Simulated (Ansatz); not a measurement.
Reaction (atomization): `C[O][ZnH]` → C• + 4 H• + O• + Zn (atom)

Gas-phase electronic energies from Ansatz, PBE0-D4/def2-TZVP geometries. CCSD(T)/CBS adds triple-zeta CCSD(T) − MP2 to the extrapolated MP2 energy (def2 sets, frozen cores). This one scheme is used for every species, atoms too. Functionals use def2-TZVPP. B3LYP here is the variant with VWN-RPA as its local correlation; programs differ in this. No spin–orbit coupling; open shells (•) take unrestricted orbitals. Spin–orbit coupling would lower the free atoms: a little for C, O. Bonds to Zn are less sure, by a few kJ/mol each and by 10 to 20 or more in all where they break to atoms, as the def2 sets lack core-valence functions. Scalar relativity is left out up to krypton.

(1) What is ΔE at CCSD(T)/CBS? (An estimate is asked.)

(2) What do these levels give: BLYP-D4, ωB97X-V, B3LYP, HF/def2-SVP, SCS-MP2/def2-TZVPP, HF/CBS(def2)? (Estimate.)

Largest T1 diagnostic among the species: 0.017.

Results:

(1) Ansatz gave: +515.0 kcal/mol.

(2) The calculation gave: BLYP-D4 510.7, ωB97X-V 517.8, B3LYP 507.7, HF/def2-SVP 367.9, SCS-MP2/def2-TZVPP 508.9, HF/CBS(def2) 365.5 kcal/mol.

At CCSD(T), def2-SVP lies −29.3 kcal/mol from the extrapolated value and def2-TZVPP −13.0 kcal/mol: correlation converges slowly with the basis, and small sets miss more of it in the bonded molecule than in its fragments. From r2SCAN to r2SCAN0 (25 % exact exchange), in def2-TZVPP and without D4, ΔE moves by −10.5 kcal/mol: exact exchange takes away binding that semilocal exchange gives to molecules.

For atomizations the MP2-based limit and the directly extrapolated one differ by several kJ/mol either way, and by 10 to 25 for some Ge, Se and Sn compounds, so smaller differences from it don't rank the levels.
